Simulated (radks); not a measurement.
Results of a calculation; reference values are marked as such.
Problem. The mercury ion Hg2+, [Xe] 4f14 5d10. Code: a radial shooting solver on a logarithmic mesh with Libxc functionals. Model: non-relativistic Kohn-Sham, r2SCAN, spin-polarised, spherical densities, point nucleus; meta-GGA in the generalised Kohn-Sham scheme. Every spin shell is full or empty, so the densities are truly spherical. Functionals are evaluated on that one density, not self-consistently. Rank these orbital-free kinetic functionals by their error against the exact value of the orbitals, and give that value: Thomas-Fermi, von Weizsacker, TF + vW, LC94, APBEK, revAPBEK, Perdew 92, Thakkar, Pearson, LKT, PG1.

Solution. Exact: 18408.1 hartree. From best to worst, with 100 (|E| - |E exact|)/|E exact| (equal figures are ties): LC94 +0.02, APBEK +0.05, revAPBEK +0.19, Perdew 92 -0.67, Thakkar -0.78, Pearson -0.83, Thomas-Fermi -4.61, PG1 +12.42, LKT +15.93, TF + vW +30.81, von Weizsacker -64.58.
